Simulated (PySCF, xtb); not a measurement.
F2GaHO, SMILES [F][Ga]([OH])[F].

GFN2-xTB in xtb at its own geometry gives an orbital gap of 4.29 eV and a dipole moment of 2.75 D.

The structure is a stationary point at PBE0-D3(BJ)/def2-SVP. The values are those of a single conformer.

Problem. What does CAM-B3LYP/def2-TZVPD (PySCF) give? (An estimate is asked for; the answer gives what the named calculation found.)

Solution. gap 10.39 eV (levels -11.63 and -1.24 eV), dipole 2.04 D.
